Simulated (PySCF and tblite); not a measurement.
The numbers below are computed, except where a source is named.
**Conformer ensemble of C5H8F4, numbered as in [F:1][CH2:2][CH2:3][CH2:4][CH2:5][C:6]([F:7])([F:8])[F:9]**

Geometries GFN2-xTB; weights from B3LYP-D3(BJ)/def2-SVP (IEF-PCM, methanol) energies and GFN2-xTB thermal corrections, with symmetry numbers and mirror pairs. Conformers within 3 kcal/mol (GFN2-xTB free energy) were kept, 8 at most. GIAO shieldings: mPW1PW91/pcSseg-1 (IEF-PCM, methanol). Shifts are against TMS (¹H), TMS (¹³C) at the same level. Codes: tblite and PySCF.

Torsions listed: F1–C2–C3–C4, C2–C3–C4–C5, C3–C4–C5–C6. Of a mirror pair one member is shown.

| conformer | shape | symmetry | E(GFN2) kcal/mol | E(DFT) kcal/mol | G(298.15 K) kcal/mol | weight % | dipole D |
| --- | --- | --- | --- | --- | --- | --- | --- |
| 1 | 66°, -178°, -178° | C1 (pair) | 0.40 | 0.00 | 0.00 | 28.3 | 3.57 |
| 2 | -75°, 66°, 177° | C1 (pair) | 0.00 | 0.01 | 0.24 | 18.9 | 3.58 |
| 3 | 64°, -173°, -68° | C1 (pair) | 0.34 | 0.21 | 0.45 | 13.2 | 0.72 |
| 4 | -60°, -67°, -171° | C1 (pair) | 1.00 | 0.32 | 0.45 | 13.2 | 3.53 |
| 5 | 63°, 172°, 67° | C1 (pair) | 0.98 | 0.45 | 0.65 | 9.4 | 3.59 |
| 6 | 180°, 180°, 180° | Cs | 0.66 | 0.46 | 0.73 | 8.2 | 0.61 |
| 7 | 174°, 69°, 175° | C1 (pair) | 1.08 | 1.05 | 1.06 | 4.7 | 0.62 |
| 8 | 70°, -75°, -80° | C1 (pair) | 0.84 | 0.59 | 1.17 | 4.0 | 3.67 |

Weights (%) against temperature:

```json
{"T (K)": "200", "1": "34.6", "2": "21.5", "3": "12.7", "4": "11.9", "5": "7.4", "6": "6.9", "7": "2.4", "8": "2.5", "S(mix) cal/mol/K": "4.81"}
{"T (K)": "250", "1": "30.8", "2": "20.0", "3": "13.1", "4": "12.8", "5": "8.6", "6": "7.7", "7": "3.6", "8": "3.3", "S(mix) cal/mol/K": "4.96"}
{"T (K)": "298.15", "1": "28.3", "2": "18.9", "3": "13.2", "4": "13.2", "5": "9.4", "6": "8.2", "7": "4.7", "8": "4.0", "S(mix) cal/mol/K": "5.05"}
{"T (K)": "350", "1": "26.4", "2": "18.0", "3": "13.3", "4": "13.5", "5": "10.1", "6": "8.5", "7": "5.7", "8": "4.5", "S(mix) cal/mol/K": "5.12"}
{"T (K)": "400", "1": "25.0", "2": "17.4", "3": "13.3", "4": "13.7", "5": "10.5", "6": "8.7", "7": "6.5", "8": "4.9", "S(mix) cal/mol/K": "5.17"}
```

Averaged shifts at 298.15 K. ¹H: 4.96 (H2, 2H), 2.38 (H5, 2H), 1.80 (H4, 2H), 1.79 (H3, 2H) ppm. ¹³C: 138.2 (C6), 88.6 (C2), 38.9 (C5), 34.7 (C3), 24.2 (C4) ppm.

Coordinates of conformer 1 (Å):

```xyz
17

F    -2.271   -1.069    1.665
C    -2.455   -0.182    0.632
C    -1.183    0.619    0.393
C    -0.048   -0.273   -0.106
C     1.242    0.526   -0.295
C     2.355   -0.351   -0.828
F     3.493    0.339   -1.012
F     2.654   -1.365   -0.003
F     2.051   -0.901   -2.014
H    -2.730   -0.776   -0.245
H    -3.287    0.466    0.923
H    -0.891    1.097    1.329
H    -1.402    1.398   -0.339
H    -0.333   -0.729   -1.057
H     0.123   -1.073    0.616
H     1.095    1.339   -1.009
H     1.581    0.948    0.653
```

Shifts are unscaled: against experiment ¹³C can be off by 15 ppm or more and ¹H by 0.8 ppm. For its torsions the set is small; conformers may be missing.

Search and properties took 5.5 min on 1 thread of Arm Neoverse V1 (shared host) (rough), launched as `OMP_NUM_THREADS=1 python ens_run.py task.json out`.


Conformer gaps in def2-SVP on xTB geometries can be 2 kcal/mol too large for S=O, P=O and other polar bonds.